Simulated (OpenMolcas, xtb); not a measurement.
CH3BTe (SMILES B1C[Te]1): the vertical energy of the triplet above the singlet, rung by rung

The species is CH3BTe (6 atoms), meant as a singlet with charge 0. SMILES: `B1C[Te]1`. Geometry: a GFN2-xTB relaxation, a rough one for these elements and not checked as a minimum.

```xyz
6

B    -0.4759   -0.6038   -0.4708
C     0.1767    0.5830    0.2161
Te    1.0314   -1.3966    0.7085
H    -1.3117   -0.9025   -1.2085
H     0.8617    1.2382   -0.3022
H    -0.2822    1.0818    1.0569
```

Quantity: the vertical energy of the triplet above the singlet, in eV. The values are calculated.

```
                                                    level                   kind     program  value (eV)  less CCSD(T)/def2-SVP  CPU time (all runs)
                                                 GFN0-xTB         semi-empirical         xtb        3.59                  +0.42            under 2 s
                                                 GFN1-xTB         semi-empirical         xtb        3.78                  +0.61            under 2 s
                             HF/def2-SVP (core potential)           Hartree–Fock  OpenMolcas        2.60                  -0.57                9.5 s
                          SVWN5/def2-SVP (core potential)                    LDA  OpenMolcas        3.26                  +0.09                 36 s
                           BLYP/def2-SVP (core potential)                    GGA  OpenMolcas        3.17                   0.00                 54 s
                         revPBE/def2-SVP (core potential)                    GGA  OpenMolcas        3.03                  -0.14                 47 s
                           TPSS/def2-SVP (core potential)               meta-GGA  OpenMolcas        3.10                  -0.07                 78 s
                          B3LYP/def2-SVP (core potential)          global hybrid  OpenMolcas        3.14                  -0.03                 45 s
CCSD(T)/def2-SVP (core potential), open shells restricted  coupled cluster or CI  OpenMolcas        3.17                   0.00                 54 s
```

Differences are taken from CCSD(T)/def2-SVP (core potential), open shells restricted for orientation; it has basis-set and higher-order errors of its own. Spin-orbit coupling, which can split open shells on such heavy atoms by tenths of an eV, is left out. The values span 2.60 to 3.78 eV. The xTB rows lack spin polarisation, so open shells miss the exchange term that lowers them. In the correlated wave-function rows the outer d shell of Te is correlated, in sets not made for it. CPU times are rough (shared hosts, several kinds of processor): they show what a rung costs within a factor of a few.
